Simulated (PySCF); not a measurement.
FGa, SMILES [F][Ga] (connectivity only; charge and spin as stated), charge +1, multiplicity 2. Coordinates come from a PBE0-D3(BJ)/def2-TZVPD optimisation. The spin state was assumed, not searched.

All values below come from PySCF with PBE0-D3(BJ)/def2-TZVPD.

Harmonic wavenumbers (cm⁻¹): 717. Rotational constants (GHz): 11.63 (linear); symmetry number 1.

**Question.** Work out the zero-point energy and the ideal-gas rigid-rotor harmonic-oscillator thermochemistry at 298.15 K and 1 atm.

**Answer.** ZPE = ½ Σ hcν = ½ × 717 cm⁻¹ = 4.29 kJ/mol. H − E(el) = 13.24 kJ/mol. Entropy in J/(mol K): translation 164.69, rotation 60.54, vibration 1.20, spin 5.76, total 232.19. G − E(el) = -55.99 kJ/mol. Cp = 32.44 J/(mol K).
